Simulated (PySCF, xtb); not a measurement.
H₃O₃Si, SMILES O[Si](O)O, multiplicity 2. The values are those of a single conformer.

Harmonic wavenumbers (cm⁻¹) from GFN2-xTB (xtb) at its own minimum, in rising order: 113, 210, 227, 297, 307, 337, 771, 790, 814, 825, 899, 931, 3538, 3681, 3692.

### Question
What does PBE0-D3(BJ)/def2-SVP (PySCF) give at its own minimum? (The exact figures need the calculation; the answer reports its results.)

### Answer
145, 145, 255, 308, 308, 392, 779, 779, 788, 812, 946, 946, 3924, 3924, 3926. Paired by order, the mean absolute difference is 78 cm⁻¹ and the zero-point energies are 24.9 and 26.3 kcal/mol.
